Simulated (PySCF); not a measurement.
**TDDFT excited states: C2H10N2Si**

Species: C2H10N2Si.
SMILES: `CN(C)[SiH2]N`

Computed, not measured: TDDFT PBE0/def2-SVPD, vertical, gas phase, core orbitals frozen in the response (PySCF). Geometry: PBE0-D3(BJ)/def2-SVP, one conformer, isolated molecule. Torsions of this conformer, `[CH3:1][N:2]([CH3:3])[SiH2:4][NH2:5]`: C1–N2–Si4–N5 148°, H–N5–Si4–N2 -63°, H–N5–Si4–N2 144°.

Task: What does the calculation give for the low-lying excited states?

Result: 

```
state  E (eV)  λ (nm)       f  main configurations (H = HOMO, L = LUMO)
   S1    5.70   217.4   0.022                    H→L (83%), H→L+1 (14%)
   S2    5.92   209.3   0.041                    H→L+1 (83%), H→L (14%)
   S3    6.57   188.7   0.020                               H-1→L (94%)
   S4    6.62   187.3   0.031                  H→L+2 (63%), H→L+3 (32%)
   S5    6.81   182.2   0.013                  H→L+3 (66%), H→L+2 (32%)
   S6    7.09   175.0   0.014                               H→L+4 (96%)
   S7    7.23   171.5  0.0095                  H→L+5 (84%), H→L+6 (11%)
   S8    7.39   167.8   0.031                             H-1→L+1 (88%)
   S9    7.57   163.7   0.091     H→L+6 (65%), H→L+7 (19%), H→L+5 (12%)
  S10    7.76   159.8   0.036                  H→L+7 (64%), H→L+6 (19%)
```

Triplets (Tamm–Dancoff): T1 5.52 eV, H→L (95%); T2 5.69 eV, H→L+1 (93%); T3 6.21 eV, H-1→L (87%), H-1→L+1 (8%); T4 6.33 eV, H→L+2 (59%), H→L+3 (30%).

The lowest singlet lies at 5.70 eV (217 nm, ultraviolet) and is weak; its leading configuration is HOMO→LUMO (83%). The strongest level in the table is S9 at 7.57 eV (164 nm, f = 0.091). Löwdin shares by element: HOMO nitrogen 53% or more, carbon 18%, silicon 8% (atoms not listed hold the other 21%); LUMO silicon 30%, hydrogen 27% or more, nitrogen 13% or more (atoms not listed hold the other 30%). The listed states span 2.05 eV, and the widest gap between neighbours is 0.65 eV (S2 to S3). Weighted by f, the mean energy of these states is 7.00 eV. The oscillator strengths of these states sum to 0.308; summed over the whole spectrum of an exact calculation they would give the number of electrons, 50 (Thomas–Reiche–Kuhn). The vertical ionisation energy (ΔSCF) is 8.13 eV, 0.38 eV above S10. Only the lowest 10 singlets were computed, as vertical energies without vibronic structure.

Time: 39 s. Hardware: one thread of an Arm Neoverse V1, no GPU (shared host).
